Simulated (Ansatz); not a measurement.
Reaction (redistribution): `[SiH3]O[SiH](Cl)O[SiH3]` + `SBS` → `[SiH3]O[SiH2]O[SiH3]` + `SB(S)Cl`

Gas-phase electronic energies from Ansatz, PBE0-D4/def2-TZVP geometries. CBS: MP2 limit from def2 TZ/QZ plus the TZ coupled-cluster correction, frozen cores. DFT in def2-TZVPP. B3LYP here is the variant with VWN-RPA as its local correlation; programs differ in this. Each species was taken in one conformer, which may not be the lowest.

`[SiH3]O[SiH](Cl)O[SiH3]`:

Cartesian coordinates in Å:
```
Si 2.212 0.764 -0.806
O 1.163 0.943 0.447
Si -0.385 0.990 0.895
Cl -1.454 2.013 -0.529
O -1.001 -0.495 1.033
Si -1.744 -1.730 0.242
H 2.047 1.882 -1.767
H 3.584 0.773 -0.245
H 1.957 -0.527 -1.496
H -0.499 1.691 2.179
H -3.136 -1.347 -0.096
H -1.001 -2.053 -1.003
H -1.744 -2.903 1.147
```

`SBS`:

Cartesian coordinates in Å:
```
S -0.946 -1.328 0.809
B -0.029 0.152 0.424
S 0.595 0.494 -1.215
H -0.938 -1.901 -0.409
H 0.148 0.909 1.325
H 1.170 1.675 -0.934
```

`[SiH3]O[SiH2]O[SiH3]`:

```xyz
13

Si    2.189    1.032   -0.158
O     0.760    0.793   -0.922
Si   -0.367   -0.295   -1.361
O    -1.027   -1.006   -0.054
Si   -1.874   -0.778    1.328
H     2.737    2.338   -0.596
H     3.144   -0.053   -0.505
H     1.979    1.046    1.312
H     0.258   -1.365   -2.171
H    -1.410    0.436   -2.115
H    -0.976   -0.252    2.389
H    -2.980    0.189    1.101
H    -2.432   -2.085    1.751
```

`SB(S)Cl`:

Cartesian coordinates in Å:
```
S 1.172 0.224 0.862
B -0.347 -0.152 -0.018
S -0.587 0.353 -1.724
Cl -1.667 -1.028 0.740
H 0.825 -0.353 2.024
H 0.604 0.955 -1.884
```

```tsv
level	ΔE (kJ/mol)	difference from CCSD(T)/CBS
PBE-D4	42.9	-4.3
r2SCAN-D4	47.5	0.3
PBE0-D4	45.7	-1.5
B3LYP-D4	46.9	-0.3
ωB97X-V	47.2	0.0
ωB97M-V	48.5	1.3
B2PLYP	44.9	-2.3
PBE	41.6	-5.6
r2SCAN	47.0	-0.2
PBE0	44.4	-2.8
B3LYP	45.1	-2.1
HF/def2-TZVPP	51.7	4.5
MP2/def2-TZVPP	42.7	-4.5
SCS-MP2/def2-TZVPP	42.7	-4.5
CCSD/def2-TZVPP	46.4	-0.8
CCSD(T)/def2-TZVPP	44.9	-2.3
HF/def2-QZVPP	52.5	5.3
MP2/def2-QZVPP	44.3	-2.9
SCS-MP2/def2-QZVPP	44.4	-2.8
HF/CBS(def2)	52.6	5.4
MP2/CBS(def2)	45.0	-2.2
CCSD/CBS(def2)	48.7	1.5
CCSD(T)/CBS	47.2	0
```

Largest T1 diagnostic among the species: 0.014.

In def2-TZVPP, CCSD(T) changes the Hartree–Fock value by −6.7 kJ/mol (the triples alone add −1.5 kJ/mol) and MP2 by −8.9 kJ/mol.
